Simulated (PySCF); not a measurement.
Species: ClH2In.
Structure used (PBE0-D3(BJ)/def2-SVP), in Å, numbered top down from 1:
```
atom  x, y, z in Å
Cl1    1.9198   -1.0071   -0.6131
In2   -0.0972    0.1630   -0.2296
H3    -1.4490   -0.8833   -0.1316
H4     0.1541    1.8551   -0.1207
```

The calculation used PySCF 2.14.0, PBE0-D3(BJ)/def2-SVP geometry optimisation, gas phase, def2 core potentials past Kr.

Q: Which atoms are bound to In2, and at what distances?

A: 3 atoms: H3 1.712 Å, H4 1.714 Å, Cl1 2.363 Å.

Q: List the angles at In2.

A: 
```csv
angle,degrees,distance of the outer atoms (Å)
H3–In2–H4,135.7,3.17
Cl1–In2–H3,112.4,3.41
Cl1–In2–H4,112.0,3.40
```

Q: What is the shape at In2?

A: Planar: angles 135.7°, 112.4° and 112.0°, sum 360.0°, 0.00 Å off the plane of its three neighbours. Differences among atoms that C2v makes equivalent are scatter left by the optimiser.

Q: What are the rotational constants (commonest isotopes, rigid rotor)?

A: A = 99604, B = 3312, C = 3206 MHz: a near-prolate asymmetric top.

Point group: C2v (every atom within 0.08 Å of its image). Charge 0, singlet. Stationary, but not proved a minimum.

Time: 19 s; peak memory 0.28 GiB. Hardware: an Intel Xeon Platinum 8175M at 2.50 GHz with one thread, shared host. These figures are those of the optimisation.
